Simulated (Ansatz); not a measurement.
Born–Oppenheimer molecular dynamics of CH$_{2}$NSb (5 atoms, charge 0, multiplicity 1). It starts from a relaxed structure.

These are results of Ansatz 0.2.0, RKS r2SCANh-D4/def2-SVP, not measurements.

- ensemble: NVE (Milne-controlled integrator)
- time step: 1 fs
- steps asked: 150
- starting velocities drawn for: 1000 K
- masses: H 2.014 u
- seed: 462067

First frame:

```xyz
5
Properties=species:S:1:pos:R:3
C -0.106 -0.813 0.173
N 0.348 -0.243 1.165
Sb 0.964 0.846 -0.711
H -0.721 -1.710 0.008
H -0.436 1.847 -0.676
```

(1) How far do the bonds stretch over the last three quarters of this one trajectory? (Pairs bonded in most of those frames.)

Results:

(1) 
```tsv
bond	mean (Å)	spread (Å)	shortest	longest
C1–N2	1.231	0.020	1.20	1.27
C1–Sb3	2.174	0.074	2.06	2.30
C1–H4	1.101	0.020	1.06	1.14
N2–Sb3	2.283	0.121	2.10	2.46
Sb3–H5	1.753	0.097	1.59	1.88
```

Mean temperature of the second half: 518 K. The conserved energy stayed within 0.038 meV per atom of its start (net change -0.0034 meV per atom), so the integration is sound. The temperature averaged 0.52 of the 1000 K drawn at the start: a run that starts near a minimum puts about half its kinetic energy into the potential. A run of 0.15 ps of so small a system gives no equilibrium averages.

The run took 4.7 min on 1 CPU thread of a shared host.
